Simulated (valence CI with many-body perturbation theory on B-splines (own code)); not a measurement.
Pr XLVII in brief

Calculated by valence CI with perturbative core correlation (CI+MBPT): three valence electrons over a frozen Dirac-Fock core [Ne], radial functions for each j: 11 s, 11 p, 9 d, 7 f, 5 g, 2 h, 1 i, with the one-electron correlation potential Σ1 (screened to all orders), the two-electron term Σ2, the three-electron term Σ3, Breit, model QED; selected single and double excitations, second order for the rest (own B-spline code, finite nucleus).

No measured spectrum was set against this ion. As an estimate, large intervals hold to a few tenths of a per cent, small ones and those within an open d or f shell to about a per cent.

Levels are named by their leading jj configuration (3d3/2^4 stands for four electrons in 3d with j = 3/2), which in mixed levels can hold well under half, so a name can repeat and another be missing.

Rates and lifetimes use the calculated energies. Strong lines usually hold to 10 to 20 %, long lifetimes can be off by a factor of two.

**Question.** What is the ground level?

**Answer.** (3s^2 3p1/2) J=1/2, composition 99 % 3s2 3p 2P°, g = 0.655.

**Question.** Where does the other parity begin?

**Answer.** At (3s 3p1/2^2) J=1/2, 8.576 Ry.

**Question.** What are the static dipole polarisabilities of the lowest levels?

**Answer.** (3s^2 3p1/2) J=1/2 0.00841 bohr³, of which the core gives 0.000126.

**Question.** How well does LS coupling describe the low levels?

**Answer.** Among the lowest 20 levels the leading LS term, summed over configurations, holds 67 % on average. For single configurations the figures are 64 % in LS and 92 % in jj coupling. Terms mix most in the J = 5/2 level at 30.944 Ry, where the leading one holds 37 %.

**Question.** Among levels below 54.566 Ry, which E1 lines absorb most strongly from the ground level?

**Answer.** to (3s^2 3d3/2) J=3/2 at 4.146 nm, f = 0.369; to (3s 3p1/2 3p3/2) J=1/2 at 4.788 nm, f = 0.184; to (3s 3p1/2 3p3/2) J=3/2 at 4.943 nm, f = 0.114.

**Question.** What is the ionisation energy?

**Answer.** 3834.1 eV; NIST lists 3832 ± 4 eV (theoretical).

**Question.** Name the longest-lived excited levels whose lifetime is computed, and their main decay.

**Answer.** (3s 3p3/2 3d5/2) J=9/2 at 39.042 Ry lives 126 ns, mostly by M1 to (3s 3p1/2 3d5/2) J=7/2; (3s^2 3p3/2) J=3/2 at 9.183 Ry lives 108 ns, mostly by M1 to (3s^2 3p1/2) J=1/2.
